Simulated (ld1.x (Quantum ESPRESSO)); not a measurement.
# gallium (Ga) ultrasoft: all-electron and pseudo phase curves

```
Element                 : Ga (Z = 31)
Generator               : ld1.x (Quantum ESPRESSO) 7.5
Type                    : ultrasoft
Functional              : LDA (PZ)
Relativity              : scalar-relativistic
Frozen core             : [Ne]
Valence charge          : 21
Reference configuration : 3s2 3p6 3d10 4s1.75 4p1.25
Partial waves           : 3s (bound): rcut 1.00, rcutus 1.30 bohr; 4s (bound): rcut 1.00, rcutus 1.30 bohr; 3p (bound): rcut 1.25, rcutus 1.30 bohr; 4p (bound): rcut 1.25, rcutus 1.30 bohr; 3d (bound): rcut 1.15, rcutus 1.45 bohr; 3d channel at -0.9 Ry: rcut 1.15, rcutus 1.45 bohr
Local potential         : all-electron potential smoothed inside 1.40 bohr (lloc = -1)
Core correction         : Bessel-smoothed model core inside 0.65 bohr
Augmentation charge     : PSQ, inside the norm-conserving radii
```

The phase is arctan(r·u′/u) with u = r·R(r), unwrapped; energies in Ry, scanned from -13 to 5 Ry. A pole is an energy at which the radial function vanishes at the test radius. The pseudo phase is shifted by a multiple of π to meet the all-electron one at the reference energy, and phase errors are pseudo minus all-electron; the curves can meet again beyond the range given. Levels narrower than the energy grid can be missing from the lists of poles.

For each channel, where are the poles, and over which energies does the pseudopotential scatter like the atom?

| channel | radius (bohr) | reference energy (Ry) | poles, all-electron | poles, pseudo | unbroken range about the reference energy with phases within 0.05 rad | phase error 1 Ry above the reference energy (rad) |
| --- | --- | --- | --- | --- | --- | --- |
| s | 1.60 | -0.70 | -10.77 | -10.77 | the whole range | -0.003 |
| p | 1.60 | -0.22 | -7.10 | -7.10 | the whole range | -0.001 |
| d | 1.60 | -1.46 | -0.96 | -0.96 | below 4.3 | -0.000 |

Phases in the s channel:

| E (Ry) | all-electron | pseudo |
| --- | --- | --- |
| -13.00 | 1.364 | 1.363 |
| -12.52 | 1.353 | 1.353 |
| -12.04 | 1.337 | 1.336 |
| -11.56 | 1.300 | 1.299 |
| -11.08 | 0.998 | 0.996 |
| -10.60 | -1.666 | -1.666 |
| -10.12 | -1.736 | -1.737 |
| -9.64 | -1.761 | -1.761 |
| -9.16 | -1.776 | -1.777 |
| -8.68 | -1.789 | -1.790 |
| -8.20 | -1.800 | -1.801 |
| -7.72 | -1.812 | -1.813 |
| -7.24 | -1.824 | -1.825 |
| -6.76 | -1.837 | -1.838 |
| -6.28 | -1.851 | -1.852 |
| -5.80 | -1.867 | -1.868 |
| -5.32 | -1.885 | -1.887 |
| -4.84 | -1.907 | -1.908 |
| -4.36 | -1.931 | -1.933 |
| -3.88 | -1.961 | -1.962 |
| -3.40 | -1.997 | -1.998 |
| -2.92 | -2.043 | -2.044 |
| -2.44 | -2.102 | -2.103 |
| -1.96 | -2.181 | -2.182 |
| -1.48 | -2.291 | -2.291 |
| -1.00 | -2.450 | -2.450 |
| -0.52 | -2.684 | -2.684 |
| -0.04 | -3.017 | -3.019 |
| 0.44 | -3.414 | -3.418 |
| 0.92 | -3.771 | -3.778 |
| 1.40 | -4.030 | -4.040 |
| 1.88 | -4.207 | -4.218 |
| 2.36 | -4.327 | -4.340 |
| 2.84 | -4.414 | -4.428 |
| 3.32 | -4.478 | -4.493 |
| 3.80 | -4.528 | -4.544 |
| 4.28 | -4.568 | -4.586 |
| 4.76 | -4.601 | -4.620 |
